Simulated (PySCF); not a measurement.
Gas-phase reaction: 2 WO2Cl2 + 3 O2 ⇌ 2 WO3 + 4 ClO

Method: PySCF energies (xtb for GFN2) plus ideal-gas RRHO corrections (1 bar). † marks an energy on the PBE0/def2-TZVP geometry and frequencies; other levels use their own. Open shells (unrestricted): O2 (multiplicity 3), ClO (multiplicity 2); the rest are closed-shell singlets. GFN2 has no spin-polarisation term. Spin-orbit splitting is ignored; it lowers the true energy and changes the entropy of ClO. W: scalar-relativistic def2 core potential, no spin-orbit coupling.

PBE/def2-SVP gives ΔH°(298 K) = 1150 kJ.

Task: What do PBE/def2-TZVP†, GFN2-xTB, LDA/def2-TZVP† give?

Result: PBE/def2-TZVP†: 1013 kJ; GFN2-xTB: 650 kJ; LDA/def2-TZVP†: 1062 kJ. For scale, ΔH°(298 K) is 1150 kJ at this level, 1106 kJ at ωB97M-V/def2-TZVP†, and runs from 650 to 1237 kJ over the 13 levels computed († marks an energy on the PBE0/def2-TZVP geometry).
